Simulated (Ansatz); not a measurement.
Reactions of FGe$_{2}$H$_{5}$O, SMILES `[OH][GeH]([F])[GeH3]`.

Program: Ansatz. Geometries: PBE0-D4/def2-TZVP. ΔE: electronic, gas phase. CBS: MP2 limit from def2 TZ/QZ plus the TZ coupled-cluster correction, frozen cores. Functionals use def2-TZVPP. For Ge outer-core shells are correlated without core-valence functions, which leaves a few kJ/mol of doubt a bond. Scalar relativity is left out up to krypton. One conformer a species, not always the lowest.

```json
{"reaction": "`[OH][GeH]([F])[GeH3]` + `N[SiH2][SiH2][SiH3]` → `[SiH3][SiH2][SiH2][GeH3]` + `[NH2][GeH]([OH])[F]`", "PBE-D4 (kJ/mol)": "13", "B2PLYP (kJ/mol)": "18", "ωB97X-V (kJ/mol)": "13", "CCSD/CBS(def2) (kJ/mol)": "13", "CCSD(T)/CBS(def2) (kJ/mol)": "11"}
{"reaction": "`[OH][GeH]([F])[GeH3]` + `CC(C)CCl` → `[OH][GeH]([F])[CH2]Cl` + `C[CH](C)[GeH3]`", "PBE-D4 (kJ/mol)": "46", "B2PLYP (kJ/mol)": "40", "ωB97X-V (kJ/mol)": "41", "CCSD/CBS(def2) (kJ/mol)": "36", "CCSD(T)/CBS(def2) (kJ/mol)": "35"}
{"reaction": "`[OH][GeH]([F])[GeH3]` + `NC(O)S[SiH3]` → `[OH][GeH]([F])[S][SiH3]` + `N[CH](O)[GeH3]`", "PBE-D4 (kJ/mol)": "-9", "B2PLYP (kJ/mol)": "-16", "ωB97X-V (kJ/mol)": "-16", "CCSD/CBS(def2) (kJ/mol)": "-21", "CCSD(T)/CBS(def2) (kJ/mol)": "-21"}
{"reaction": "`[OH][GeH]([F])[GeH3]` + `B[CH2][AlH2]` → `B[CH2][AlH][GeH3]` + `[OH][GeH2][F]`", "PBE-D4 (kJ/mol)": "-4", "B2PLYP (kJ/mol)": "0", "ωB97X-V (kJ/mol)": "-1", "CCSD/CBS(def2) (kJ/mol)": "-3", "CCSD(T)/CBS(def2) (kJ/mol)": "-4"}
{"reaction": "`[OH][GeH]([F])[GeH3]` + `CNBN` → `CN[BH][GeH3]` + `[NH2][GeH]([OH])[F]`", "PBE-D4 (kJ/mol)": "97", "B2PLYP (kJ/mol)": "95", "ωB97X-V (kJ/mol)": "91", "CCSD/CBS(def2) (kJ/mol)": "87", "CCSD(T)/CBS(def2) (kJ/mol)": "84"}
{"reaction": "`[OH][GeH]([F])[GeH3]` + `NB(O)F` → `OB(F)[NH][GeH3]` + `[OH][GeH2][F]`", "PBE-D4 (kJ/mol)": "29", "B2PLYP (kJ/mol)": "15", "ωB97X-V (kJ/mol)": "13", "CCSD/CBS(def2) (kJ/mol)": "14", "CCSD(T)/CBS(def2) (kJ/mol)": "14"}
```

Largest T1 diagnostic: 0.013, for `[SiH3][SiH2][SiH2][GeH3]`.
